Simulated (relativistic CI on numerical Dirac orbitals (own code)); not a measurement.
# Pb81+: sensitivity of the levels to the model

Base calculation: Dirac-Coulomb-Breit CI, orbitals from a KLI potential per configuration, QED by a radiative potential.

Configurations in the expansion: 1s, 2s, 2p, 3s, 3p, 3d, 4s, 4p, 4d, 4f, 5s, 5p, 5d, 5f, 5g, 6s, 6p, 6d. Levels of other configurations are missing.

Variants: (1) QED terms removed; (2) non-relativistic limit. Shifts of the energy above 1s ²S1/2, in eV, for the lowest level and the first level of each name with at least 55 % of one term (blank where a level changes its place among those of its configuration and J or its character, or is not in the variant):

| Level | Base | Δ(1) | Δ(2) |
| --- | --- | --- | --- |
| 1s ²S1/2 | 0.0 | 0.0 | 0.0 |
| 2p ²P°1/2 | 75283.1 | +172.1 | -6678.5 |
| 2s ²S1/2 | 75321.6 | +144.1 | -6716.0 |
| 2p ²P°3/2 | 77936.1 | +170.5 | -9331.5 |
| 3p ²P°1/2 | 90064.1 | +175.7 | -8753.3 |
| 3s ²S1/2 | 90075.5 | +167.4 | -8764.5 |
| 3d ²D3/2 | 90853.1 | +177.0 | -9542.4 |
| 3p ²P°3/2 | 90855.0 | +175.2 | -9544.2 |
| 3d ²D5/2 | 91069.2 | +176.6 | -9758.4 |
| 4p ²P°1/2 | 95121.4 | +176.5 | -9363.5 |
| 4s ²S1/2 | 95126.1 | +173.1 | -9368.1 |
| 4d ²D3/2 | 95451.2 | +177.0 | -9693.3 |
| 4p ²P°3/2 | 95451.9 | +176.3 | -9694.0 |
| 4f ²F°5/2 | 95542.8 | +177.1 | -9784.8 |
